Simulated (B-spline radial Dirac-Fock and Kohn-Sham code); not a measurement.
Pm¹³⁺: scattering cross sections and density moments

System: the Pm¹³⁺ ion in the configuration [Kr] 4d10 5s2.

These are calculated numbers from a radial atomic solver; the model is configuration-average Dirac-Fock orbitals.

```
Sum of ⟨r⟩                          : 18.87 bohr
Sum of ⟨r²⟩                         : 12.59 bohr²
Sum of ⟨1/r⟩                        : 392.51 per bohr
Langevin diamagnetic susceptibility : -9.97 × 10⁻⁶ cm³/mol
Lamb shielding (α²/3)Σ⟨1/r⟩         : 6967 ppm
```

Coherent scattering is the Thomson cross section weighted by f₀², without anomalous dispersion; incoherent scattering is Klein-Nishina weighted by S. The Lamb formula is the non-relativistic shielding expression. Electron correlation is left out.

| hν (keV) | coherent (b) | incoherent (b) | incoherent per electron (b) |
| --- | --- | --- | --- |
| 2 | 1460 | 0.7969 | 0.0166 |
| 8.0478 | 885.7 | 5.868 | 0.122 |
| 10 | 739.6 | 7.337 | 0.153 |
| 17.4793 | 420.6 | 11.87 | 0.247 |
| 20 | 361.3 | 13.00 | 0.271 |
| 30 | 214.2 | 16.07 | 0.335 |
| 50 | 99.82 | 18.90 | 0.394 |
| 500 | 1.642 | 13.58 | 0.283 |

Incoherent scattering overtakes coherent scattering between 50 and 500 keV.
